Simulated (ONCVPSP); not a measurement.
**Configuration tests for iridium (Ir) (ONCV)**

ONCVPSP 4.0.1 input, shortened (lines: element, Z, core and valence counts, functional; n l f; lmax; l rc ep ncon nbas qcut; lloc lpopt rc5 dvloc0; l nproj debl; icmod fcfact rcfact), PBE, scalar-relativistic:

```
  Ir 77.00   10    4        4      upf
    1    0    2.00
    2    0    2.00
    2    1    6.00
    3    0    2.00
    3    1    6.00
    3    2   10.00
    4    0    2.00
    4    1    6.00
    4    2   10.00
    4    3   14.00
    5    0    2.00
    5    1    6.00
    5    2    7.50
    6    0    1.50
    2
    0    1.60    0.00    4    8    7.80
    1    1.55    0.00    3    7    8.00
    2    2.35    0.00    4    8    6.20
    4    4    1.40    3.00
    0    2    0.40
    1    1    3.90
    2    2    3.10
    3    5.00    1.25
```

Energies are relative to the spin-unpolarised reference configuration 5s2 5p6 5d7.5 6s1.5; without spin polarisation the order of configurations can differ from experiment.

**Question.** Give the all-electron excitation energy and the error of the potential for: 5s2 5p6 5d7 6s2; 5s2 5p6 5d7 6s1; 5s2 5p6 5d7 6s0; 5s2 5p6 5d6 6s0.

**Answer.**

| valence configuration | charge | ΔE all-electron (eV) | error AE − PS (meV) |
| --- | --- | --- | --- |
| 5s2 5p6 5d7 6s2 | 0 | 0.285 | +3.3 |
| 5s2 5p6 5d7 6s1 | +1 | 10.165 | -1.3 |
| 5s2 5p6 5d7 6s0 | +2 | 27.634 | -9.7 |
| 5s2 5p6 5d6 6s0 | +3 | 58.176 | -3.7 |

Levels in the configuration 5s2 5p6 5d7 6s0:

```
level  all-electron (eV)  pseudo (eV)
   5s           -115.670     -115.737
   5p            -72.424      -72.453
   5d            -24.409      -24.410
```
